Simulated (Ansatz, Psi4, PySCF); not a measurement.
F5V, triplet, at a GFN2-xTB geometry (such geometries of metal compounds can be far from the true shape) (the multiplicity is a formal guess). Base run: BHANDHLYP/STO-3G (PySCF).

Geometry (Å):
```xyz
6

V     -0.0629     0.0238     0.0818
F      1.2097    -0.7430     1.2792
F     -1.3319     0.7892    -1.1202
F      0.3404     1.4896     0.5906
F      0.9823    -0.3718    -1.2780
F     -1.0399    -1.2248     0.3194
```
Charge 0, spin multiplicity 3.
Orbitals are unrestricted.
All else is at PySCF's defaults.

The same geometry, method and basis name were run in Ansatz (a quantum-chemistry and plane-wave program) and Psi4 and PySCF, at each program's defaults and at the settings that a row names. The base is PySCF at its defaults. Differences at the defaults can come from grids, fitting, cores and function types together. The rows with settings made alike still differ; the cause (another SCF solution, basis table, core potential or functional code) wasn't traced.

```json
[
 {"code and settings": "PySCF, defaults (exact integrals, its default grid, spherical functions)", "ΔE vs base (mEh)": "0.000", "basis functions": "43", "E (Eh)": "-1426.15915", "SCF cycles": "12", "dipole (D)": "1.67"},
 {"code and settings": "Psi4, defaults (density fitting with its default set, its default grid, spherical functions)", "ΔE vs base (mEh)": "-2.096", "basis functions": "43", "E (Eh)": "-1426.16125", "SCF cycles": "11", "dipole (D)": "1.67"},
 {"code and settings": "Ansatz, defaults (factorised integrals, its default grid, spherical functions)", "ΔE vs base (mEh)": "-6.143", "basis functions": "43", "E (Eh)": "-1426.16530", "SCF cycles": "-", "dipole (D)": "-"},
 {"code and settings": "PySCF, density fitting with def2-universal-jkfit", "ΔE vs base (mEh)": "-2.037", "basis functions": "43", "E (Eh)": "-1426.16119", "SCF cycles": "12", "dipole (D)": "1.67"},
 {"code and settings": "PySCF, fine grid", "ΔE vs base (mEh)": "-0.008", "basis functions": "43", "E (Eh)": "-1426.15916", "SCF cycles": "12", "dipole (D)": "1.67"},
 {"code and settings": "Psi4, exact integrals, spherical functions, fine grid", "ΔE vs base (mEh)": "-0.005", "basis functions": "43", "E (Eh)": "-1426.15916", "SCF cycles": "14", "dipole (D)": "1.67"},
 {"code and settings": "Ansatz, high accuracy", "ΔE vs base (mEh)": "-6.191", "basis functions": "43", "E (Eh)": "-1426.16535", "SCF cycles": "-", "dipole (D)": "-"}
]
```

Open shells are given as the SCF converged; they aren't shown to be the lowest states, and a large step between rows can be another state.
